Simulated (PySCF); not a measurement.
**Diatomics with 66 electrons**

r²SCAN in PySCF with def2-SVP on every atom (core potentials on In, Sn, I), for the lowest determinant that a PBE0 search found; no spin–orbit coupling. All have 66 electrons, 10 of them in the valence shells, and the same state, a singlet (closed shell). For ions De leads to the atom and ion picked by measured ionisation energies and electron affinities.

```csv
species,difference of nuclear charges,Re (Å),ωe (cm⁻¹),k (mdyn/Å),De (eV),dissociates to,Mayer bond order
InCl,32,2.429,329,1.71,4.62,In + Cl,1.06
SnS,34,2.232,488,3.54,5.00,Sn + S,2.37
AlI,40,2.553,317,1.32,3.97,Al + I,1.12
SnCl⁺,33,2.299,424,2.86,4.26,Sn⁺ + Cl,1.48
```

Q: Which member of the whole set has the stiffest bond, and how does it compare with the softest?

A: SnS with k = 3.54 mdyn/Å, 2.7 times that of AlI.

Spin–orbit coupling is left out, which matters for elements this heavy, above all for dissociation energies. For an ion De counts to the pair picked by the measured ionisation energies or electron affinities, which need not be the lowest pair at this level.
